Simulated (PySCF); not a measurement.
Q: What does the PBE0/def2-SV(P) structure of `N[SiH2]/N=C/CCF` look like in three dimensions?

A: 
```
atom  x, y, z in Å
N1     3.101    0.778    0.554
Si2    2.211   -0.515   -0.153
N3     0.561   -0.457    0.435
C4    -0.489   -0.402   -0.263
C5    -1.867   -0.318    0.327
C6    -2.471    1.063    0.130
F7    -3.762    1.080    0.585
H8     3.766    1.314    0.007
H9     3.268    0.849    1.552
H10    2.685   -1.890    0.215
H11    2.327   -0.323   -1.641
H12   -0.466   -0.380   -1.381
H13   -1.816   -0.554    1.402
H14   -2.530   -1.052   -0.168
H15   -1.890    1.821    0.686
H16   -2.476    1.344   -0.941
```

Orientation and origin are arbitrary. Atoms count from 1 in this order. Si2 (SiH2 silicon) is distorted tetrahedral (angles from 104.2° to 115.1°). The 2 N–Si bonds span 1.721 Å (N1–Si2, drawn single) to 1.752 Å (Si2–N3, drawn single), a spread of 0.031 Å. N1 (silicon-bound nitrogen) is almost planar (angles 122.8°, 121.0° and 112.7°, sum 356.5°, 0.13 Å off the plane of its three neighbours).

Bonds between heavy atoms (Å): N1–Si2 1.721, Si2–N3 1.752, N3=C4 1.263, C4–C5 1.502, C5–C6 1.520, C6–F7 1.369.

Computed with PySCF 2.14.0, PBE0/def2-SV(P) geometry optimisation, gas phase.

Point group: C1 (no symmetry element, even within 0.4 Å). No frequency check. The numbers are those of one conformer (H–N1–Si2–N3 -139° and 64°, N1–Si2–N3–C4 125°, N3–C4–C5–C6 108°, C4–C5–C6–F7 175°).
